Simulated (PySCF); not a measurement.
# Basis-set dependence of population analyses: `BN(B)B(C)Cl`

Compound: CH7B3ClN.
Geometry (PBE0-D3(BJ)/def2-SVP, Å), atoms numbered from 1 in this order:
```xyz
13
CH7B3ClN angstrom
B      1.271    0.076    0.860
N      1.298   -1.044    1.766
B      0.063   -1.772    1.952
B      2.548   -1.393    2.442
C      3.876   -0.576    2.295
Cl     2.588   -2.820    3.489
H      2.265    0.729    0.661
H      0.241    0.354    0.301
H      0.009   -2.713    2.698
H     -0.910   -1.408    1.341
H      4.684   -0.983    2.916
H      3.719    0.481    2.567
H      4.212   -0.566    1.245
```

PBE0 throughout (PySCF), one geometry, spherical d and f functions. Isolated species at its PBE0-D3(BJ)/def2-SVP geometry, gas phase. Atoms taken as equivalent share a column and are averaged.

Mulliken charges (e):

```json
{"basis": "STO-3G", "functions": "41", "B1/B3": "+0.219", "N2": "-0.426", "B4": "+0.400", "C5": "-0.336", "Cl6": "-0.202", "H7/H8/H9/H10": "-0.039", "H11/H12/H13": "+0.093"}
{"basis": "6-31G", "functions": "72", "B1/B3": "+0.303", "N2": "-0.733", "B4": "+0.448", "C5": "-0.707", "Cl6": "-0.078", "H7/H8/H9/H10": "-0.031", "H11/H12/H13": "+0.195"}
{"basis": "pcSseg-0", "functions": "72", "B1/B3": "+0.197", "N2": "-0.966", "B4": "+0.837", "C5": "-1.023", "Cl6": "-0.232", "H7/H8/H9/H10": "+0.054", "H11/H12/H13": "+0.258"}
{"basis": "6-31G*", "functions": "102", "B1/B3": "+0.122", "N2": "-0.371", "B4": "+0.396", "C5": "-0.709", "Cl6": "-0.146", "H7/H8/H9/H10": "-0.005", "H11/H12/H13": "+0.203"}
{"basis": "cc-pVDZ", "functions": "123", "B1/B3": "+0.009", "N2": "+0.103", "B4": "+0.077", "C5": "-0.152", "Cl6": "-0.132", "H7/H8/H9/H10": "-0.031", "H11/H12/H13": "+0.069"}
{"basis": "def2-SVP", "functions": "123", "B1/B3": "+0.066", "N2": "-0.074", "B4": "+0.084", "C5": "-0.146", "Cl6": "-0.123", "H7/H8/H9/H10": "-0.026", "H11/H12/H13": "+0.077"}
{"basis": "aug-cc-pVDZ", "functions": "205", "B1/B3": "-1.743", "N2": "-0.002", "B4": "+0.618", "C5": "+0.735", "Cl6": "-0.346", "H7/H8/H9/H10": "+0.810", "H11/H12/H13": "-0.253"}
{"basis": "6-311+G(2d,p)", "functions": "212", "B1/B3": "+0.024", "N2": "-0.363", "B4": "+0.772", "C5": "-0.780", "Cl6": "-0.257", "H7/H8/H9/H10": "+0.013", "H11/H12/H13": "+0.176"}
{"basis": "def2-TZVP", "functions": "234", "B1/B3": "-0.066", "N2": "-0.021", "B4": "+0.156", "C5": "-0.435", "Cl6": "-0.141", "H7/H8/H9/H10": "+0.028", "H11/H12/H13": "+0.154"}
{"basis": "cc-pVTZ", "functions": "282", "B1/B3": "-0.079", "N2": "+0.073", "B4": "+0.149", "C5": "-0.367", "Cl6": "-0.124", "H7/H8/H9/H10": "+0.018", "H11/H12/H13": "+0.118"}
{"basis": "IGLO-III", "functions": "289", "B1/B3": "+0.306", "N2": "-0.644", "B4": "+0.503", "C5": "-0.574", "Cl6": "-0.128", "H7/H8/H9/H10": "-0.048", "H11/H12/H13": "+0.141"}
{"basis": "pcSseg-2", "functions": "321", "B1/B3": "+0.398", "N2": "-0.809", "B4": "+0.423", "C5": "-0.131", "Cl6": "-0.176", "H7/H8/H9/H10": "-0.069", "H11/H12/H13": "+0.057"}
```

IAO charges (e):

```csv
basis,functions,B1/B3,N2,B4,C5,Cl6,H7/H8/H9/H10,H11/H12/H13
STO-3G,41,+0.111,-0.365,+0.236,-0.528,-0.052,+0.007,+0.152
6-31G,72,+0.083,-0.366,+0.289,-0.590,-0.084,+0.017,+0.173
pcSseg-0,72,+0.083,-0.352,+0.285,-0.581,-0.083,+0.014,+0.170
6-31G*,102,+0.106,-0.387,+0.312,-0.575,-0.089,+0.007,+0.165
cc-pVDZ,123,+0.088,-0.366,+0.311,-0.574,-0.087,+0.012,+0.165
def2-SVP,123,+0.097,-0.367,+0.305,-0.565,-0.079,+0.007,+0.162
aug-cc-pVDZ,205,+0.089,-0.370,+0.314,-0.587,-0.091,+0.012,+0.169
"6-311+G(2d,p)",212,+0.093,-0.377,+0.315,-0.590,-0.088,+0.011,+0.170
def2-TZVP,234,+0.095,-0.380,+0.318,-0.590,-0.088,+0.011,+0.169
cc-pVTZ,282,+0.094,-0.380,+0.319,-0.591,-0.090,+0.011,+0.170
IGLO-III,289,+0.093,-0.380,+0.314,-0.591,-0.085,+0.011,+0.170
pcSseg-2,321,+0.096,-0.380,+0.317,-0.590,-0.089,+0.010,+0.170
```

Some averages cover members that differ in this geometry, most widely: H11/H12/H13, Mulliken in aug-cc-pVDZ -0.428 to -0.153; H7/H8/H9/H10, Mulliken in aug-cc-pVDZ +0.741 to +0.885; B1/B3, Mulliken in aug-cc-pVDZ -1.770 to -1.716; H7/H8/H9/H10, Mulliken in pcSseg-0 +0.040 to +0.070 e.

Problem. Which scheme is steadiest as the basis changes?

Solution. Largest range over the bases for any column: IAO 0.08 e, Mulliken 2.14 e. IAO charges move least and Mulliken charges most, counted in e. Without the minimal STO-3G basis the ranges are IAO 0.03, Mulliken 2.14 e.

Problem. How much do the charges still move between the two largest bases, IGLO-III and pcSseg-2?

Solution. At most, over all atoms: Mulliken 0.443 e, IAO 0.004 e.

Problem. What do the same runs give for the total energy, the frontier levels and the dipole moment?

Solution. 
```
        basis  energy (Eh)  HOMO (eV)  LUMO (eV)  μ (D)
       STO-3G    -624.4891      -6.86       0.97   1.63
        6-31G    -631.4786      -8.46      -1.33   1.68
     pcSseg-0    -630.6693      -8.63      -1.57   1.65
       6-31G*    -631.5360      -8.41      -1.25   1.40
      cc-pVDZ    -631.5704      -8.41      -1.44   1.28
     def2-SVP    -631.2912      -8.40      -1.44   1.21
  aug-cc-pVDZ    -631.5799      -8.50      -1.56   1.28
6-311+G(2d,p)    -631.6174      -8.52      -1.55   1.24
    def2-TZVP    -631.6298      -8.50      -1.52   1.22
      cc-pVTZ    -631.6343      -8.50      -1.51   1.24
     IGLO-III    -631.6327      -8.50      -1.54   1.18
     pcSseg-2    -631.6405      -8.52      -1.55   1.28
```

The dipole is fixed by the density alone, so its range of 0.50 D shows that the density itself changes with the basis, not only its division among atoms.
